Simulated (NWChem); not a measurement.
System: C2HBrCl2; SMILES ClC(Cl)=CBr

This build's default masses of Se (78.918 u) and Br (79.917 u) are each other's, which moves their modes by up to 0.6 %.

### Question
Give the equilibrium geometry at PBE0/def2-SVP (NWChem) as an XYZ file, with the point group.

### Answer
point group Cs; any orientation.
```
6

Cl     1.6041     0.9854     0.0000
C     -0.1070     0.9757     0.0000
Cl    -0.8576     2.5265     0.0000
C     -0.8552    -0.1346     0.0000
Br    -0.1630    -1.8613     0.0000
H     -1.9432    -0.0640     0.0000
```
